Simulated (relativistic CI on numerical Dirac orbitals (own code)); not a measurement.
**Ru6+: M2,3 absorption edge**

Computed with this model: Dirac-Coulomb-Breit CI, separate exchange-only KLI orbitals for each configuration, model QED, valence Slater integrals scaled by 0.9, multiplet model of core-to-valence dipole absorption; configurations [Kr] 4d2 → [Ne] 3s2 3p5 3d10 4s2 4p6 4d3; 10 K; Lorentzian 1.2 eV and Gaussian 0.4 eV FWHM. Energies are those of the free ion, without screening or charge transfer. The branching ratio is the share of the lower-energy edge in the whole absorption, uncertain by about 0.02 where the edges overlap. S is read from ⟨S²⟩ = S(S + 1).

Field parameters in Wybourne normalisation: D3d B²₀ = −7Dσ, B⁴₀ = −14Dq − 21Dτ, B⁴₃ = −14√(10/7) Dq; D4h B²₀ = −7Ds, B⁴₀ = 21(Dq − Dt), B⁴₄ = 21√(5/14) Dq; Td as Oh with Dq negative (B⁴₀ = 21Dq, B⁴₄ = √(5/14) B⁴₀). The field is a parameter set, without covalency.

Case D3d, 10Dq = 21350, Dσ = 40, Dτ = 240 cm⁻¹, the dichroism is that of the ground state at zero temperature, magnetised by exchange field 10 meV on Sz. The dichroism I(Δm = −1) − I(Δm = +1), over the sum of the three polarisations, integrates to 0.0423 on the lower edge and 0.0439 on the upper edge. The branching ratio is 0.758.

Question: Use the orbital sum rule with 8 holes to get ⟨Lz⟩.

Answer: For a p → d edge ⟨Lz⟩ = 2 × n_h × (sum of both integrals) in this sign convention = 1.38; the ground state itself has ⟨Lz⟩ = 1.45 and ⟨Sz⟩ = -0.97. The rule assumes one radial integral for both edges, which relativistic orbitals only approach.
